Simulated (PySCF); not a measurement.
GaH: from constants to spectrum

RHF-CCSD(T) constants of GaH, ¹Σ⁺ (singlet), closed shell (PySCF, spin-free X2C with a Gaussian nucleus, basis sets Ga jorge-DZP-DKH, H jorge-DZP-DKH; masses 68.9256 and 1.0078 u):

| Quantity | Value |
| --- | --- |
| ωe | 1676.9 cm⁻¹ |
| ωexe | 30.1 cm⁻¹ |
| Be | 6.2833 cm⁻¹ |
| αe | 0.189 cm⁻¹ |
| De to Ga + H | 2.95 eV |

**Question.** What force constant and bond length do these constants imply?

**Answer.** Reduced mass μred = 0.99330 u; k = 5.8918×10⁻⁷·μred·ωe² (u, cm⁻¹, mdyn/Å) = 1.65 mdyn/Å; Re = √(16.8576/(μred·Be)) (u, cm⁻¹, Å) = 1.643 Å.

**Question.** Estimate the centrifugal constant D from the Kratzer relation and find the Dunham coefficient a1.

**Answer.** D = 4Be³/ωe² = 0.000353 cm⁻¹; a1 = −1 − αeωe/(6Be²) = -2.34.

Correlated steps freeze 9 core orbitals. Correlated levels converge slowly with the basis: in double zeta they bind strong bonds too weakly, by up to about 1 eV, and carry superposition errors of some tenths. Where the molecule has an RHF reference, its open-shell atoms are computed with UHF.
